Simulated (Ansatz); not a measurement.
## Molecular dynamics of ClGaH4OSSi

input.yaml

```yaml
crystal:
  periodic: [false, false, false]
  atoms:
    - { symbol: S, position_ang: [-0.902275, 2.111866, 0.660536] }
    - { symbol: Si, position_ang: [0.451071, 0.46712, 0.733302] }
    - { symbol: Cl, position_ang: [1.89199, 0.952475, -0.695127] }
    - { symbol: O, position_ang: [-0.246298, -0.946762, 0.267006] }
    - { symbol: Ga, position_ang: [-0.132348, -1.697781, -1.710437] }
    - { symbol: H, position_ang: [-1.697314, 1.594608, 1.625351] }
    - { symbol: H, position_ang: [1.125135, 0.329889, 2.047402] }
    - { symbol: H, position_ang: [-0.923806, -0.7696, -2.726565] }
    - { symbol: H, position_ang: [0.433845, -2.041795, -0.20148] }
basis:
  gaussian: { orbitals: def2-SVP }
hamiltonian:
  xc: pbe0
  dispersion: d4
md:
  timestep: 0.5
  n_steps: 200
  ensemble: nve
  temperature: 300.0
  initial_velocities: maxwell_boltzmann
  seed: 4579
```

Run as:

```bash
$ ansatz run input.yaml --threads 2 --pin off --max-ram 3072MiB --backend cpu --events-out ev --progress --plain --runs-dir out
```

It starts at the highest image of a converged band. Of that band: Neighbouring images differ by up to 2.5 eV, so the band resolves the path poorly. A vibrational analysis at the climbing image gives one clearly imaginary mode, 1400i cm⁻¹, and a faint second one (25i cm⁻¹) that may be numerical noise or a soft torsion: probably a first-order saddle point.

Output, in part (step lines, the closing report, with atoms numbered from 0):

```
md step     0: t =     0.00 fs  T =   300.0 K  F+E_penalty+E_count = -85689.07511427 eV  E_kin = 0.271446 eV  conserved = -85688.80366828 eV  (27 SCF iters)
md step     1: t =     0.50 fs  T =   296.3 K  F+E_penalty+E_count = -85689.07168312 eV  E_kin = 0.268066 eV  conserved = -85688.80361710 eV  (31 SCF iters)
md step     2: t =     1.00 fs  T =   286.2 K  F+E_penalty+E_count = -85689.06246418 eV  E_kin = 0.258949 eV  conserved = -85688.80351499 eV  (31 SCF iters)
md step     3: t =     1.50 fs  T =   271.5 K  F+E_penalty+E_count = -85689.04900920 eV  E_kin = 0.245626 eV  conserved = -85688.80338272 eV  (32 SCF iters)
md step     4: t =     2.00 fs  T =   254.3 K  F+E_penalty+E_count = -85689.03334774 eV  E_kin = 0.230101 eV  conserved = -85688.80324703 eV  (32 SCF iters)
md step     5: t =     2.50 fs  T =   237.0 K  F+E_penalty+E_count = -85689.01758711 eV  E_kin = 0.214457 eV  conserved = -85688.80312999 eV  (31 SCF iters)
md step     6: t =     3.00 fs  T =   221.6 K  F+E_penalty+E_count = -85689.00356027 eV  E_kin = 0.200512 eV  conserved = -85688.80304782 eV  (25 SCF iters)
md step     7: t =     3.50 fs  T =   209.5 K  F+E_penalty+E_count = -85688.99257248 eV  E_kin = 0.189565 eV  conserved = -85688.80300752 eV  (25 SCF iters)
[... lines left out ...]
Total energy: -85689.51329450 eV, -3149.0315311348 hartree
Atom 0 at    -0.996669     2.257666     0.847857 Å, force     0.383329    -0.458886    -0.320615 eV/Å
Atom 1 at     0.489197     0.734224     0.905318 Å, force    -0.144483     0.951307    -0.848690 eV/Å
Atom 2 at     1.779447     0.674400    -0.742592 Å, force    -0.538855    -0.032073     0.051269 eV/Å
Atom 3 at    -0.213777    -0.737674     1.025318 Å, force    -1.175120     3.565561    -5.770288 eV/Å
Atom 4 at    -0.047301    -1.800985    -2.020408 Å, force     0.177553    -0.266629     0.049951 eV/Å
Atom 5 at    -1.436859     1.540183    -0.200898 Å, force    -0.616447     0.146818    -0.357997 eV/Å
Atom 6 at     1.350100     1.200459     1.930617 Å, force     0.860362    -0.064885     1.310710 eV/Å
Atom 7 at    -1.407663    -0.892933    -2.396985 Å, force    -0.077218     0.267960     0.107721 eV/Å
Atom 8 at    -0.068537    -1.214502     1.735301 Å, force     1.130878    -4.109173     5.777938 eV/Å
Dipole moment:     0.026172    -0.086288     0.548170 e Å
```

The steps, from the saved trajectory:

| time (fs) | T (K) | potential energy less start (eV) | conserved less start (meV/atom) |
| --- | --- | --- | --- |
| 0.0 | 300 | 0.000 | 0.00 |
| 3.0 | 222 | 0.072 | 0.07 |
| 6.0 | 203 | 0.088 | 0.05 |
| 9.0 | 190 | 0.100 | 0.03 |
| 12.0 | 162 | 0.125 | 0.08 |
| 15.0 | 312 | -0.010 | 0.07 |
| 18.0 | 585 | -0.259 | -0.21 |
| 21.0 | 660 | -0.326 | 0.00 |
| 24.0 | 695 | -0.357 | 0.03 |
| 27.0 | 845 | -0.494 | -0.13 |
| 30.0 | 784 | -0.434 | 0.52 |
| 33.0 | 865 | -0.511 | 0.04 |
| 36.0 | 1058 | -0.688 | -0.18 |
| 39.0 | 908 | -0.546 | 0.53 |
| 42.0 | 855 | -0.502 | 0.06 |
| 45.0 | 912 | -0.557 | -0.29 |
| 48.0 | 618 | -0.284 | 0.38 |
| 51.0 | 668 | -0.332 | 0.14 |
| 54.0 | 931 | -0.575 | -0.49 |
| 57.0 | 779 | -0.435 | -0.14 |
| 60.0 | 692 | -0.353 | 0.19 |
| 63.0 | 957 | -0.599 | -0.60 |
| 66.0 | 875 | -0.524 | -0.44 |
| 69.0 | 683 | -0.345 | 0.23 |
| 72.0 | 987 | -0.628 | -0.70 |
| 75.0 | 876 | -0.527 | -0.62 |
| 78.0 | 566 | -0.238 | 0.29 |
| 81.0 | 938 | -0.584 | -0.78 |
| 84.0 | 946 | -0.592 | -0.74 |
| 87.0 | 765 | -0.418 | 0.26 |
| 90.0 | 1136 | -0.764 | -0.80 |
| 93.0 | 1137 | -0.764 | -0.79 |
| 96.0 | 823 | -0.471 | 0.24 |
| 99.0 | 1019 | -0.655 | -0.56 |

All steps were run. The conserved energy stayed within 0.81 meV per atom of its start (net change 0.73 meV per atom), so the integration is sound. The system heated up, since it started high on the potential surface and ran downhill. A run of 0.1 ps of so small a system gives no equilibrium averages. The orbitals stay closed-shell, which can raise the energy where a bond breaks towards radicals; this wasn't checked here.

The step under study would form O4–H9 and break Ga5–H9. These pairs go: O4–H9 1.37 → 0.87 Å, Ga5–H9 1.65 → 3.80 Å. In the last frame they stand as after the step (other bonds may differ from the relaxed reactants and products). Also parted: O4–Ga5 2.12 → 3.23 Å. It ends as ClH3OSSi + GaH. Pairs count as bonded within 1.25 times the sum of covalent radii (0.12 Å more for H–H).

Last frame:

```xyz
9
Properties=species:S:1:pos:R:3
S -0.997 2.258 0.848
Si 0.489 0.734 0.905
Cl 1.779 0.674 -0.743
O -0.214 -0.738 1.025
Ga -0.047 -1.801 -2.020
H -1.437 1.540 -0.201
H 1.350 1.200 1.931
H -1.408 -0.893 -2.397
H -0.069 -1.214 1.735
```

Run time: 15 min on 2 threads of Arm Neoverse V1, on a shared host, peak memory 0.32 GiB.
